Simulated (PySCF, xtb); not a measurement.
BH₃, SMILES B.

GFN2-xTB (xtb) at its own geometry gives an orbital gap of 4.49 eV and a dipole moment of 0.07 D.

Geometry optimised at B3LYP-D3(BJ)/def2-TZVPD. The isomer is the one that the SMILES or the coordinates give; other isomers of the formula were not compared.

Question: What does PBE0/def2-TZVPD (PySCF) give? (The exact figures need the calculation; the answer reports its results.)

Answer: gap 7.98 eV (levels -9.93 and -1.95 eV), dipole 0.00 D.
